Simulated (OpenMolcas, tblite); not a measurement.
How methods differ on CH4F2OSi (SMILES C[Si](O)(F)F)

The species is CH4F2OSi (9 atoms), meant as a singlet with charge 0. As SMILES, `C[Si](O)(F)F`. Geometry: relaxed at PBE0-D4/def2-TZVP. This is one conformer, not always the lowest.

Quantity: the vertical energy of the triplet above the singlet, in eV. The values are calculated.

```
         level            kind     program  value (eV)  CPU time (all runs)
      GFN1-xTB  semi-empirical      tblite        8.52            under 2 s
    HF/cc-pVDZ    Hartree–Fock  OpenMolcas        8.16                 32 s
 SVWN5/cc-pVDZ             LDA  OpenMolcas        8.48              1.8 min
  BLYP/cc-pVDZ             GGA  OpenMolcas        8.27              3.3 min
revPBE/cc-pVDZ             GGA  OpenMolcas        8.32              3.6 min
 M06-L/cc-pVDZ        meta-GGA  OpenMolcas        8.90              4.6 min
 BHLYP/cc-pVDZ   global hybrid  OpenMolcas        8.72              2.6 min
  PBE0/cc-pVDZ   global hybrid  OpenMolcas        8.64              2.2 min
```

The values span 8.16 to 8.90 eV. A triplet this far above the singlet is often a Rydberg-like or dissociative state; sets without diffuse functions put Rydberg states too high. The upper state's dipole differs much between rows, so they may not all be the same state. CPU times are rough (shared hosts, several kinds of processor and program).
